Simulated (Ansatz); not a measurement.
Nudged elastic band run: C2H3I

Input file:

```yaml
crystal:
  periodic: [false, false, false]
  atoms:
    - { symbol: C, position_ang: [-0.627335, 0.068275, -0.46051] }
    - { symbol: C, position_ang: [0.375443, 0.151087, 0.406413] }
    - { symbol: I, position_ang: [1.858575, -1.310496, 0.614335] }
    - { symbol: H, position_ang: [-0.7556, -0.777783, -1.140302] }
    - { symbol: H, position_ang: [-1.364907, 0.875996, -0.509269] }
    - { symbol: H, position_ang: [0.513814, 0.99291, 1.089332] }
basis:
  gaussian: { orbitals: def2-SVP }
hamiltonian:
  xc: pbe0
  dispersion: d4
neb:
  order_check: false
  images: 5
  f_tol: 0.05
  max_iterations: 60
  initial_path: idpp
  final_atoms:
    - { symbol: C, position_ang: [-0.62708659, 0.06841029, -0.46102552] }
    - { symbol: C, position_ang: [0.37602054, 0.15015056, 0.40570087] }
    - { symbol: I, position_ang: [1.85860421, -1.31089716, 0.61455587] }
    - { symbol: H, position_ang: [-1.3633376, 0.8772765, -0.50711647] }
    - { symbol: H, position_ang: [-0.75753926, -0.77717323, -1.14059808] }
    - { symbol: H, position_ang: [0.5133287, 0.99222204, 1.08848233] }
```

Command:

```bash
$ ansatz run input.yaml --threads 1 --pin off --max-ram 2048MiB --backend cpu --events-out ev --progress --plain --runs-dir out
```

Output, in part (warnings, iteration lines, the closing report on the highest movable image, with atoms numbered from 0):

```
NEB end point (image 0): max|allowed force component| = 1.042e-2 eV/Å (the criterion of neb.relax_end_points is 1.000e-2)
NEB end point (image 6): max|allowed force component| = 5.526e-3 eV/Å (the criterion of neb.relax_end_points is 1.000e-2)
NEB iter   1: max|band force component| = 2.125e0 eV/Å  barrier→ = 3.7533 eV  barrier← = 3.7534 eV  Δτ_max = 0.1332 Å  (192 SCF iters)
NEB iter   2: max|band force component| = 9.483e-1 eV/Å  barrier→ = 3.5278 eV  barrier← = 3.5279 eV  Δτ_max = 0.0656 Å  (162 SCF iters)
NEB iter   3: max|band force component| = 8.194e-1 eV/Å  barrier→ = 3.5264 eV  barrier← = 3.5264 eV  Δτ_max = 0.0479 Å  (159 SCF iters)
NEB iter   4: max|band force component| = 1.314e0 eV/Å  barrier→ = 3.4973 eV  barrier← = 3.4973 eV  Δτ_max = 0.0238 Å  (166 SCF iters)
NEB iter   5: max|band force component| = 1.178e0 eV/Å  barrier→ = 3.4648 eV  barrier← = 3.4649 eV  Δτ_max = 0.0221 Å  (168 SCF iters)
NEB iter   6: max|band force component| = 5.131e-1 eV/Å  barrier→ = 3.4328 eV  barrier← = 3.4328 eV  Δτ_max = 0.0472 Å  (160 SCF iters)
NEB iter   7: max|band force component| = 4.809e-1 eV/Å  barrier→ = 3.4207 eV  barrier← = 3.4208 eV  CI = image 3  Δτ_max = 0.0209 Å  (171 SCF iters)
NEB iter   8: max|band force component| = 3.653e-1 eV/Å  barrier→ = 3.4169 eV  barrier← = 3.4169 eV  CI = image 3  Δτ_max = 0.0232 Å  (150 SCF iters)
NEB iter   9: max|band force component| = 3.086e-1 eV/Å  barrier→ = 3.4089 eV  barrier← = 3.4089 eV  CI = image 3  Δτ_max = 0.0470 Å  (160 SCF iters)
NEB iter  10: max|band force component| = 6.372e-1 eV/Å  barrier→ = 3.3908 eV  barrier← = 3.3908 eV  CI = image 3  Δτ_max = 0.0237 Å  (163 SCF iters)
NEB iter  11: max|band force component| = 6.399e-1 eV/Å  barrier→ = 3.4002 eV  barrier← = 3.4002 eV  CI = image 3  Δτ_max = 0.0237 Å  (154 SCF iters)
NEB iter  12: max|band force component| = 3.846e-1 eV/Å  barrier→ = 3.4199 eV  barrier← = 3.4199 eV  CI = image 3  Δτ_max = 0.0092 Å  (168 SCF iters)
NEB iter  13: max|band force component| = 2.856e-1 eV/Å  barrier→ = 3.4149 eV  barrier← = 3.4150 eV  CI = image 3  Δτ_max = 0.0154 Å  (137 SCF iters)
NEB iter  14: max|band force component| = 3.866e-1 eV/Å  barrier→ = 3.4143 eV  barrier← = 3.4143 eV  CI = image 3  Δτ_max = 0.0152 Å  (156 SCF iters)
NEB iter  15: max|band force component| = 3.293e-1 eV/Å  barrier→ = 3.4119 eV  barrier← = 3.4119 eV  CI = image 3  Δτ_max = 0.0152 Å  (155 SCF iters)
NEB iter  16: max|band force component| = 2.202e-1 eV/Å  barrier→ = 3.4121 eV  barrier← = 3.4121 eV  CI = image 3  Δτ_max = 0.0117 Å  (147 SCF iters)
NEB iter  17: max|band force component| = 1.280e-1 eV/Å  barrier→ = 3.4113 eV  barrier← = 3.4113 eV  CI = image 3  Δτ_max = 0.0048 Å  (150 SCF iters)
NEB iter  18: max|band force component| = 1.359e-1 eV/Å  barrier→ = 3.4107 eV  barrier← = 3.4107 eV  CI = image 3  Δτ_max = 0.0024 Å  (130 SCF iters)
NEB iter  19: max|band force component| = 1.148e-1 eV/Å  barrier→ = 3.4104 eV  barrier← = 3.4104 eV  CI = image 3  Δτ_max = 0.0048 Å  (115 SCF iters)
NEB iter  20: max|band force component| = 1.201e-1 eV/Å  barrier→ = 3.4103 eV  barrier← = 3.4103 eV  CI = image 3  Δτ_max = 0.0049 Å  (142 SCF iters)
NEB iter  21: max|band force component| = 1.046e-1 eV/Å  barrier→ = 3.4101 eV  barrier← = 3.4101 eV  CI = image 3  Δτ_max = 0.0023 Å  (142 SCF iters)
NEB iter  22: max|band force component| = 8.483e-2 eV/Å  barrier→ = 3.4099 eV  barrier← = 3.4099 eV  CI = image 3  Δτ_max = 0.0014 Å  (135 SCF iters)
NEB iter  23: max|band force component| = 6.889e-2 eV/Å  barrier→ = 3.4098 eV  barrier← = 3.4098 eV  CI = image 3  Δτ_max = 0.0064 Å  (128 SCF iters)
NEB iter  24: max|band force component| = 3.155e-2 eV/Å  barrier→ = 3.4098 eV  barrier← = 3.4098 eV  CI = image 3  Δτ_max = 0.0000 Å  (327 SCF iters)
Total energy: -10215.64864023 eV, -375.4181631132 hartree
Atom 0 at    -0.516529     0.254384    -0.701333 Å, force     0.034346    -0.006067     0.007663 eV/Å
Atom 1 at     0.408117     0.249067     0.241541 Å, force    -0.029902    -0.003001    -0.018690 eV/Å
Atom 2 at     0.828799    -1.522135     1.886336 Å, force     0.014100    -0.001580    -0.005692 eV/Å
Atom 3 at    -0.367961    -0.335540    -1.617877 Å, force    -0.011435    -0.005452     0.019503 eV/Å
Atom 4 at    -1.561405     0.471358    -0.435481 Å, force    -0.001241     0.015944    -0.013535 eV/Å
Atom 5 at     1.208970     0.882856     0.626813 Å, force    -0.005869     0.000156     0.010750 eV/Å
Dipole moment:    -0.141961     0.458604    -0.457116 e Å
```

The run converged. Neighbouring images differ by up to 1.6 eV, so the band resolves the path poorly. A vibrational analysis at the climbing image gives one clearly imaginary mode, 3806i cm⁻¹: a first-order saddle point.

Final band (atoms are numbered from 1 in the order of the input):

```csv
image,path coordinate (Å),energy (eV),dihedral H5–C1–C2–I3 (°)
0,0.00,0.00,-180
1,0.58,0.45,143
2,1.15,1.78,109
3,1.73,3.41,77
4,2.30,1.79,58
5,2.88,0.45,31
6,3.46,0.00,0
```

Run time: 12 min on 1 CPU thread of a shared host.
